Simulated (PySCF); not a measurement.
# One molecule, several mistakes: AlB3H5

Calculated results; nothing here was measured. The program is PySCF 2.14.0, an open-source quantum chemistry code, run on an isolated molecule that a program drew, which may never have been made. The molecule is AlB3H5 (charge 0, doublet), drawn as the SMILES string `[BH][AlH][BH]B`.

Each row is a Hartree-Fock (HF) and frozen-core CCSD(T) single point in the cc-pV(D+d)Z basis, meant for a local HF minimum. Run 1 is clean. Each other run has one planted mistake out of seven kinds, and not every kind appears here: one electron removed, one electron added, multiplicity raised by two, geometry at a saddle point, minimal basis STO-3G, one bond length entered in bohr, all coordinates scaled. The reference is restricted for singlets and unrestricted otherwise, and also for a bond in bohr. Adding or removing an electron swaps singlet and doublet. Electrons count all cores. HOMO and LUMO are orbital energies over both spins, the gradient is its largest component, and the lowest frequency (negative if imaginary) is given only where the gradient is small. Bond lengths are over the 8 bonds as drawn. T1 is the CCSD diagnostic: over 0.02 (restricted) or 0.045 (unrestricted) a single reference is doubtful.

Geometry of the clean run:
```xyz
9
AlB3H5, angstrom
B     0.7525    1.8669   -1.8937
Al    0.0178    2.7941   -0.2066
B    -2.1022    3.0437    0.1194
B    -3.0695    1.8850    0.8107
H     1.1720    1.3543   -2.8830
H     1.0860    3.3271    0.8397
H    -2.5753    4.0995   -0.2261
H    -3.6135    1.0427    0.1420
H    -3.2214    1.8143    2.0038
```

| run | electrons | basis functions | <S^2> | HOMO (eV) | LUMO (eV) | gradient (hartree/bohr) | lowest frequency (cm^-1) | mean bond (Å) | longest bond (Å) | T1 | HF (hartree) | CCSD(T) (hartree) | mistake |
|---|---|---|---|---|---|---|---|---|---|---|---|---|---|
| 1 | 33 | 90 | 0.759 | -8.17 | 0.84 | 1.9e-05 | 58 | 1.5344 | 2.159 | 0.0182 | -318.74152 | -319.09323 | no fault |
| 2 | 33 | 90 | 1.719 | -7.96 | 0.55 | 1.9e-02 | - | 1.7746 | 4.081 | 0.0331 | -318.65713 | -318.98760 | one bond length entered in bohr |
| 3 | 32 | 90 | 0.000 | -14.44 | -6.17 | 4.6e-02 | - | 1.5344 | 2.159 | 0.0223 | -318.48003 | -318.81848 | one electron removed |
| 4 | 33 | 90 | 0.759 | -8.35 | 0.84 | 4.6e-02 | - | 1.4332 | 2.017 | 0.0185 | -318.70951 | -319.06048 | all coordinates scaled |
| 5 | 33 | 29 | 0.766 | -5.64 | 6.81 | 3.2e-02 | - | 1.5344 | 2.159 | 0.0149 | -314.86160 | -315.02748 | minimal basis STO-3G |
| 6 | 33 | 90 | 3.800 | -7.13 | -0.74 | 3.2e-02 | - | 1.5344 | 2.159 | 0.0343 | -318.65085 | -318.99372 | ? |

**Which mistake was planted in run 6, and what did it cost?**

Electrons, basis and geometry are unchanged, and <S^2> is 3.800, beside S(S+1) = 3.75 for a multiplicity of 4. So the mistake is: multiplicity raised by two. Subtracting run 1 and multiplying by 627.51 kcal/mol a hartree, the energy moved by 56.9 kcal/mol in HF and 62.4 kcal/mol in CCSD(T).

Cautions from the logs. Run 3: T1 is over the limit, so its CCSD(T) energy is less reliable.
